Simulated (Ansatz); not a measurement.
C2H5NOSi can be A, `O=C/N=C\[SiH3]`, or B, `OC1=NC[SiH2]1`.

Computed with Ansatz on PBE0-D4/def2-TZVP structures; ΔE is electronic, products minus reactants. CCSD(T)/CBS adds triple-zeta CCSD(T) − MP2 to the extrapolated MP2 energy (def2 sets, frozen cores). DFT in def2-TZVPP. B3LYP here is the variant with VWN-RPA as its local correlation; programs differ in this. Each species was taken in one conformer, which may not be the lowest.

A:

Z-matrix (Å, degrees):
```
Si
C 1 1.907
H 1 1.486 2 106.1
H 1 1.482 2 108.9 3 -117.2
H 1 1.481 2 110.9 3 119.6
N 2 1.269 1 127.4 3 -148.9
H 2 1.096 1 117.3 3 32.0
C 6 1.390 2 120.9 1 -4.5
O 8 1.203 6 124.3 2 -53.8
H 8 1.104 6 112.7 2 130.8
```

B:

Z-matrix (Å, degrees):
```
C
Si 1 1.893
N 1 1.490 2 89.0
H 1 1.092 2 117.7 3 113.7
H 1 1.092 2 117.7 3 -113.7
C 2 1.874 1 70.8 3 -0.0
H 2 1.488 1 119.3 3 -111.3
H 2 1.488 1 119.3 3 111.2
O 6 1.328 2 139.2 1 -180.0
H 9 0.970 6 107.3 2 -180.0
```

(1) Which is lower in electronic energy at CCSD(T)/CBS, and by how much? (Best estimate.)

(2) Give E(B) − E(A) in kcal/mol with B3LYP, CCSD(T)/def2-TZVPP, PBE-D4, ωB97M-V, B3LYP-D4, r2SCAN-D4, MP2/def2-TZVPP. (An estimate is asked.)

Largest T1 diagnostic: 0.017.

Answers

(1) The calculation gave: B, by 4.2 kcal/mol.

(2) Ansatz gave: B3LYP 0.1, CCSD(T)/def2-TZVPP -2.7, PBE-D4 -4.2, ωB97M-V -4.5, B3LYP-D4 0.3, r2SCAN-D4 -3.5, MP2/def2-TZVPP -5.5. The order is the other way round with B3LYP, B3LYP-D4.

In def2-TZVPP, CCSD(T) changes the Hartree–Fock value by −6.2 kcal/mol (the triples alone add −0.1 kcal/mol) and MP2 by −9.0 kcal/mol. From PBE to PBE0 (25 % exact exchange), in def2-TZVPP and without D4, E(B) − E(A) moves by −2.3 kcal/mol.
